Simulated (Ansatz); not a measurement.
Cost and result up the ladder for Zn₂Br₃ (5 atoms). Charge 0, multiplicity 2. Geometry: PBE-D4/def2-SVP.

Cartesian coordinates in Å:
```
Zn -0.7144 0.6604 -0.3423
Zn 1.0964 -1.0133 0.5241
Br -0.7040 0.5636 2.0317
Br 1.4536 1.3168 -1.0531
Br -1.1315 -1.5276 -1.1604
```

Ansatz on 4 threads of Arm Neoverse V1 on a shared host. Times are rough, and most runs start from the orbitals of an earlier one. PBE0-D4/def2-TZVP serves as the yardstick here, not as an exact answer. Differences are given only for rows in sets of like size (and for xTB, whose basis is part of the method), since another set adds its own error. Binding counts from free atoms at the same level (Zn singlet, Br doublet; other spins of the atoms weren't run), without zero-point energy or a counterpoise term.

Correlated methods freeze 45 core orbitals; core or outer-core shells of Br are correlated, in sets that lack core-valence functions. Another isomer (doublet) lies 0.66 eV lower at PBE0-D4/def2-TZVP; other spin states weren't run for this one.

Run but left out: HF/STO-3G (⟨S²⟩ 3.66, where a pure state has 0.75).

Correlated methods converge slowly with the basis.

```
                         level  functions  wall time  binding energy per atom (eV)  difference from PBE0-D4/def2-TZVP (eV)
               PBE-D4/def2-SVP        158      4.2 s                          1.80                                       –
         LDA (SPW92)/def2-TZVP        240      4.3 s                          1.98                                    0.30
              PBE0-D4/def2-SVP        158        9 s                          1.79                                       –
PBE-D4/def2-TZVP (with forces)        240      9.5 s                          1.65                                   -0.03
             RPA@PBE/def2-TZVP        240       17 s                          1.31                                   -0.37
                 MP2/def2-TZVP        240       20 s                          1.71                                    0.03
             PBE0-D4/def2-TZVP        240       20 s                          1.68                                    0.00
           r2SCAN-D4/def2-TZVP        240       22 s                          1.75                                    0.07
            PBE-QIDH/def2-TZVP        240       30 s                          1.72                                    0.05
```
